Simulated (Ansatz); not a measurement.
Gas-phase electronic energies from Ansatz, PBE0-D4/def2-TZVP geometries. CCSD(T)/CBS adds triple-zeta CCSD(T) − MP2 to the extrapolated MP2 energy (def2 sets, frozen cores). This one scheme is used for every species. DFT in def2-TZVPP. HSE06 is defined as in plane-wave codes. One conformer a species, not always the lowest.

`OCBCl` + H₂S → `SBCl` + CH₃OH  (ligand exchange at a B–C bond)

`OCBCl`:

Z-matrix (Å, degrees):
```
C
B 1 1.549
O 1 1.404 2 119.2
H 1 1.105 2 106.4 3 -124.9
H 1 1.104 2 106.6 3 125.0
Cl 2 1.749 1 120.1 3 0.4
H 2 1.191 1 122.1 3 -179.7
H 3 0.962 1 108.3 2 -0.7
```

H₂S:

Z-matrix (Å, degrees):
```
S
H 1 1.341
H 1 1.341 2 92.3
```

`SBCl`:

Z-matrix (Å, degrees):
```
B
S 1 1.779
Cl 1 1.745 2 118.6
H 1 1.189 2 122.1 3 180.0
H 2 1.343 1 96.0 3 -180.0
```

CH₃OH:

```xyz
6

C    -0.341   -0.061   -0.081
O     0.825   -0.069    0.709
H    -1.129   -0.534    0.506
H    -0.221   -0.632   -1.011
H    -0.668    0.955   -0.334
H     1.534    0.341    0.211
```

```csv
level,ΔE (kJ/mol)
r2SCAN0,-75.7
HSE06,-75.9
CCSD/def2-SVP,-81.7
CCSD/def2-TZVPP,-73.7
```

Q: What does CCSD(T)/CBS give? (Estimate.)

A: Computed: -74.7 kJ/mol. The listed levels differ from it by -1.0, -1.2, -7.0, 1.0 kJ/mol.

Largest T1 diagnostic among the species: 0.013.

Leaving LDA and LC-ωPBE aside and taking each functional with its dispersion term where it has one, the values, not all of them listed here, spread over 6.8 kJ/mol, from PBE-QIDH to CAM-B3LYP-D4. LDA lies +9.6 kJ/mol from PBE without D4. At CCSD(T), def2-SVP lies −8.7 kJ/mol from the extrapolated value and def2-TZVPP −0.4 kJ/mol.
